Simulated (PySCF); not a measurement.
## Worked example: chemical shift, span and skew from a shielding tensor

AsF₂GaH₂, SMILES [AsH2][Ga]([F])[F]. Atoms are numbered in the order given.

```xyz
6

Ga    -0.7814    -0.0098     0.0000
As     1.5978     0.0630     0.0000
H      1.6133    -0.9913     1.1008
H      1.6133    -0.9913    -1.1008
F     -1.7628     0.0115    -1.4478
F     -1.7628     0.0115     1.4478
```

Coordinates come from a r2SCAN-D4/def2-SVP optimisation. The structure was generated by enumeration; whether it is a known compound was not checked.

GIAO shieldings from PBE/pcSseg-1 (PySCF), non-relativistic, no solvent. The symmetric part of the tensor of F5 has the principal values 52.3, 258.1, 395.2 ppm. The same nucleus in CFCl3 has σ = 133.6 ppm at this level (PySCF, at its B3LYP-D3(BJ)/def2-TZVP geometry).

**Question.** Work out the isotropic shielding, the ¹⁹F shift against CFCl3, the span and the skew.

**Answer.** 
σ(iso) = (σ11 + σ22 + σ33)/3 = 235.2 ppm. δ = σ(ref) − σ(iso) = 133.6 − (235.2) = -101.6 ppm.
Span Ω = σ33 − σ11 = 342.9 ppm. Skew κ = 3(σ(iso) − σ22)/Ω = -0.20. Tumbling in solution averages the tensor to δ; in a static solid the shielding alone would spread this spin-1/2 line over Ω.
